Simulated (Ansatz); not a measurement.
H6Mo, SMILES [MoH6-], charge -1, multiplicity 2. Atoms are numbered in the order given.

```xyz
7

Mo     0.3575    -0.3575     0.0000
H     -0.5433    -1.9357     0.0000
H     -0.2279     0.2279     1.4603
H     -1.2607     0.0334     0.0000
H      1.9357     0.5433     0.0000
H     -0.0334     1.2607     0.0000
H     -0.2279     0.2279    -1.4603
```
Charge -1, spin multiplicity 2.

Geometry optimised at r2SCAN-D4/def2-TZVPD. The spin state was assumed, not searched. The def2 effective core potentials stand for the cores of Mo; spin–orbit coupling is left out.

Two levels are set side by side: PBE-D3(BJ)/def2-TZVPD (Ansatz, an electronic-structure program) and r2SCAN-D4/def2-TZVPD (Ansatz). Each level has its own optimised geometry; the coordinates shown are those of the second. Differences are taken from unrounded values.

```json
[
 {"quantity": "mean bond length (Å)", "r2SCAN-D4": "1.720", "PBE-D3(BJ)": "1.728", "PBE-D3(BJ) minus r2SCAN-D4": "0.008"},
 {"quantity": "bond Mo1–H2 (Å)", "r2SCAN-D4": "1.817", "PBE-D3(BJ)": "1.825", "PBE-D3(BJ) minus r2SCAN-D4": "0.008"},
 {"quantity": "bond Mo1–H3 (Å)", "r2SCAN-D4": "1.679", "PBE-D3(BJ)": "1.686", "PBE-D3(BJ) minus r2SCAN-D4": "0.007"},
 {"quantity": "bond Mo1–H4 (Å)", "r2SCAN-D4": "1.665", "PBE-D3(BJ)": "1.674", "PBE-D3(BJ) minus r2SCAN-D4": "0.009"},
 {"quantity": "bond Mo1–H5 (Å)", "r2SCAN-D4": "1.817", "PBE-D3(BJ)": "1.825", "PBE-D3(BJ) minus r2SCAN-D4": "0.008"},
 {"quantity": "bond Mo1–H6 (Å)", "r2SCAN-D4": "1.665", "PBE-D3(BJ)": "1.674", "PBE-D3(BJ) minus r2SCAN-D4": "0.009"},
 {"quantity": "bond Mo1–H7 (Å)", "r2SCAN-D4": "1.679", "PBE-D3(BJ)": "1.686", "PBE-D3(BJ) minus r2SCAN-D4": "0.007"}
]
```

On these quantities the two levels nearly agree.
